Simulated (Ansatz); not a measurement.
Ga(H2O)H3 (GaOH₅): single points at one geometry.

```yaml
crystal:
  periodic: [false, false, false]
  atoms:
    - {symbol: Ga, position_ang: [0.066286, -0.115837, -0.958267]}
    - {symbol: O, position_ang: [0.077883, -0.137925, 1.225215]}
    - {symbol: H, position_ang: [-0.829360, -0.105505, 1.554791]}
    - {symbol: H, position_ang: [0.511527, 0.660396, 1.552988]}
    - {symbol: H, position_ang: [1.622763, -0.059988, -1.131076]}
    - {symbol: H, position_ang: [-0.745208, 1.226852, -1.103891]}
    - {symbol: H, position_ang: [-0.703889, -1.467994, -1.139770]}
basis:
  gaussian: {orbitals: def2-TZVP, initial_orbitals: start.molden}
hamiltonian: {xc: {name: PBE-QIDH}}
scf: {omitted_lower_state_checks: [starts]}
```

The file start.molden holds the orbitals of an earlier run on this structure, at another level or in another basis.

```sh
$ ansatz run in.yaml --threads 4 --pin off --events-out ev --progress --plain --max-ram 3916MiB
```

Output, abridged:

```
Functional definition: PBE-QIDH
775 factors; integrals over basis functions are off by at most 1.4e-3 eV
mean field evaluation 1: about -54483.0747 eV, gradient 1.6e1 eV
mean field evaluation 2: about -54483.3007 eV, gradient 3.3e-1 eV
mean field evaluation 4: about -54483.3440 eV, gradient 8.5e-4 eV
mean field evaluation 8: about -54483.3440 eV, gradient 7.8e-7 eV
mean field -54483.34401222 eV, -2002.2259623123 hartree, gradient 7.6e-7 eV, S^2 0.000000; 0 other end points of the search recorded, 0 dependent functions left out
10 core orbitals not correlated: weight in the atoms' cores, before any rotation towards them, 1.000 or more for the frozen orbitals, at most 0.000 for the correlated occupied ones
reference -54483.34402426 eV, -2002.2259627544 hartree; 12, 12 occupied and 87, 87 virtual orbitals, 775 factors
second order -15.15923794 eV of doubles, -0.00000000 eV of singles
Total energy: -54488.39710357 eV, -2002.4116599941 hartree
Checks for a lower state left out: starts
```

Run time 1.9 s (4 threads of Intel Xeon on a shared host).

First input, but with `hamiltonian: {xc: pbe0, dispersion: d4}`, `output: {orbitals: {seedname: orbitals}}` and without the key `scf` (abridged; 1.6 s):

```
Functional definition: PBE0
mean field evaluation 16: about -54497.8937 eV, gradient 8.8e-5 eV
mean field -54497.89365364 eV, -2002.7606517721 hartree, gradient 8.1e-5 eV, S^2 0.000000; 1 other end points of the search recorded, 0 dependent functions left out
Total energy: -54497.96320436 eV, -2002.7632077140 hartree
```

First input, but with `correlation: {method: mp2}`, `output: {orbitals: {seedname: orbitals}}` and without the key `hamiltonian` (abridged; 1.3 s):

```
Functional definition: HF
mean field -54451.06421734 eV, -2001.0397017304 hartree, gradient 2.7e-6 eV, S^2 0.000000
10 core orbitals not correlated: weight in the atoms' cores, before any rotation towards them, 1.000 or more for the frozen orbitals, at most 0.000 for the correlated occupied ones
second order -13.46360646 eV of doubles, -0.00000000 eV of singles
Total energy: -54464.52782380 eV, -2001.5344801419 hartree
Checks for a lower state left out: starts
```

As the first input, with `hamiltonian: {xc: pbe}`, `correlation: {method: rpa}` (abridged; 1.8 s):

```
Functional definition: PBE
mean field -54496.64628157 eV, -2002.7148116940 hartree, gradient 3.3e-6 eV, S^2 0.000000
10 core orbitals not correlated: weight in the atoms' cores, before any rotation towards them, 1.000 or more for the frozen orbitals, at most 0.000 for the correlated occupied ones
Total energy: -54471.59932662 eV, -2001.7943530773 hartree
Checks for a lower state left out: starts
```

First input, but with `hamiltonian: {xc: {name: r2SCANh}, dispersion: d4}`, `output: {orbitals: {seedname: orbitals}}` (abridged; 2.2 s):

```
Functional definition: r2SCANh
mean field -54505.35794256 eV, -2003.0349593304 hartree, gradient 5.2e-6 eV, S^2 0.000000
Total energy: -54505.37829904 eV, -2003.0357074173 hartree
Checks for a lower state left out: starts
```

First input, but with `hamiltonian: {xc: r2scan, dispersion: d4}`, `output: {orbitals: {seedname: orbitals}}` (abridged; 1.7 s):

```
Functional definition: r2SCAN
mean field -54505.77393374 eV, -2003.0502467246 hartree, gradient 2.6e-5 eV, S^2 0.000000
Total energy: -54505.79311731 eV, -2003.0509517077 hartree
Checks for a lower state left out: starts
```

The first input with `gaussian: {orbitals: def2-SVP, initial_orbitals: start.molden}`, `hamiltonian: {xc: pbe, dispersion: d4}`, `output: {orbitals: {seedname: orbitals}}` (abridged; 0.75 s):

```
Functional definition: PBE
mean field -54487.26960915 eV, -2002.3702253382 hartree, gradient 8.1e-5 eV, S^2 0.000000
Total energy: -54487.35318304 eV, -2002.3732966224 hartree
Checks for a lower state left out: starts
```

Geometry: r2SCAN-D4/def2-TZVP.

Correlated methods freeze 10 core orbitals; core or outer-core shells of Ga are correlated, in sets that lack core-valence functions.
